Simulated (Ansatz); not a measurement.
C₃H₅, charge -1, singlet, geometry from GFN2-xTB (a gas-phase anion, which may not be bound at this level); MP2/STO-3G (Ansatz, a quantum-chemistry and plane-wave program).

Input for Ansatz:
Ansatz 0.2 input:
```yaml
crystal:
  periodic: [false, false, false]
  atoms:
    - {symbol: C, position_ang: [-0.01075075, 0.96016996, 0.09341244]}
    - {symbol: C, position_ang: [0.75577748, -0.34450835, 0.02662440]}
    - {symbol: C, position_ang: [-0.74825136, -0.36088374, 0.02184688]}
    - {symbol: H, position_ang: [-0.01259673, 1.43179750, -0.94199642]}
    - {symbol: H, position_ang: [1.25539163, -0.74361368, -0.87634220]}
    - {symbol: H, position_ang: [1.26166067, -0.70938769, 0.92963389]}
    - {symbol: H, position_ang: [-1.25179611, -0.73675342, 0.92164993]}
    - {symbol: H, position_ang: [-1.23331166, -0.77070990, -0.88424753]}
basis:
  gaussian:
    orbitals: STO-3G
total_charge: -1
magnetization: {spin_polarized: false}
correlation: {method: mp2}
```

It wrote (shortened):

```
Functional definition: HF
279 factors; integrals over basis functions are off by at most 2.4e-5 eV
mean field evaluation 1: about -3122.6937 eV, gradient 2.0e1 eV
mean field evaluation 2: about -3122.8554 eV, gradient 2.0e1 eV
mean field evaluation 4: about -3124.4187 eV, gradient 1.6e0 eV
mean field evaluation 8: about -3124.4332 eV, gradient 8.0e-6 eV
mean field -3124.43324103 eV, -114.8208037909 hartree, gradient 8.2e-7 eV, S^2 0.000000; 0 other end points of the search recorded, 0 dependent functions left out
3 core orbitals not correlated
reference -3124.43324103 eV, -114.8208037909 hartree; 9, 9 occupied and 8, 8 virtual orbitals, 279 factors
second order -3.95492966 eV of doubles, -0.00000000 eV of singles
Total energy: -3128.38817069 eV, -114.9661447751 hartree
```
